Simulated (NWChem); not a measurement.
**Ionisation of H₃AlO₃**

```xyz
7

Al     0.0000     0.0000     0.0000
O      1.4664     0.8512     0.0000
H      1.5233     1.8076     0.0000
O     -1.4703     0.8444     0.0000
H     -2.3271     0.4157     0.0000
O      0.0038    -1.6956     0.0000
H      0.8033    -2.2235     0.0000
```
Charge 0, spin multiplicity 1.

All runs are NWChem calculations. All single points use one geometry, from PBE0/def2-SVP, a minimum by its harmonic frequencies. It is one conformer; others weren't searched.

Basis set: def2-TZVP. −ε marks an orbital energy of the parent.

B3LYP has NWChem's definition, with VWN1-RPA local correlation. The structure started from a generated list of species.

Problem. Order these methods by the first vertical ionisation energy they give, lowest first: −ε(HOMO) of HF, −ε(HOMO) of PBE, −ε(HOMO) of PBE0, −ε(HOMO) of B3LYP, −ε(HOMO) of TPSS.

Solution. −ε(HOMO) of PBE (7.27 eV), −ε(HOMO) of TPSS (7.36 eV), −ε(HOMO) of B3LYP (8.72 eV), −ε(HOMO) of PBE0 (9.00 eV), −ε(HOMO) of HF (13.40 eV)
